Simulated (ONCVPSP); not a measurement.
Before and after: ONCV potential for hafnium (Hf)

Hf, optimised norm-conserving Vanderbilt (ONCV), made with ONCVPSP 4.0.1 (PBE, scalar-relativistic). Core [Kr] 4d10 4f14, reference 5s2 5p6 5d2 6s2. Waves: 5s+6s: rc 2.15 bohr, ncon 4, nbas 9, qcut 5.3 1/bohr, 2 projectors; 5p: rc 1.45 bohr, ncon 4, nbas 7, qcut 6.8 1/bohr, 2 projectors, debl 0.5 Ha; 5d: rc 2.25 bohr, ncon 4, nbas 7, qcut 3.8 1/bohr, 2 projectors, debl 3.6 Ha. Local part: polynomial inside 1.05 bohr (lpopt 5, dvloc0 1 Ha). Core correction: Teter function, fcfact 3.25, rcfact 1.1.

In the p channel the program set the typed energies aside and used -1.307, 0.250 Ha.

Change: reference 5s2 5p6 5d2 6s1. In the p channel the program set the typed energies aside and used -1.562, 0.250 Ha.

Cutoffs: the cutoffs (Ha) at which the residual kinetic energy of the hardest occupied pseudo-wave falls to 1 and 0.1 mHa per electron; they do not see the model core or the augmentation charge, which bear on the density cutoff. Errors are all-electron minus pseudo energies relative to the spin-unpolarised reference configuration.

What does the change do?

The potential gets neither clearly harder nor softer (26 Ha and 63 Ha → 26 Ha and 63 Ha); a bound ghost appears in s, which as a rule spoils a file; the lowest positive-energy flag moves from s at 4.8 eV to d at 223.9 eV; the number of tests with a reliable result goes from 3 to 4.

| quantity | base | changed |
| --- | --- | --- |
| cutoff, loose | 26 Ha | 26 Ha |
| cutoff, tight | 63 Ha | 63 Ha |
| loose cutoff by channel | s 7.5 Ha, p 23 Ha, d 26 Ha | s 8.3 Ha, p 23 Ha, d 26 Ha |
| bound ghosts | none | s |
| GHOST(+) flags under 300 eV | s at 4.8 eV, d at 229.9 eV, p at 257.9 eV | d at 223.9 eV, p at 252.2 eV |
| tests with a reliable result | 3 of 4 | 4 of 4 |
| s: phases at 2.18 bohr within 0.05 rad from the reference energy up to (Ha; the scan ends near 5) | 0.1 | -0.1 |
| p: phases at 1.47 bohr within 0.05 rad from the reference energy up to (Ha; the scan ends near 5) | to the end of the scan | to the end of the scan |
| d: phases at 2.29 bohr within 0.05 rad from the reference energy up to (Ha; the scan ends near 5) | to the end of the scan | to the end of the scan |
| rms error of d²Exc/dni dnj with the model core, mHa | 3.35 | 3.41 |

 A true bound ghost makes a file unfit for plane-wave use even where its test errors are small: the radial tests pick states by their node count and pass the ghost by.
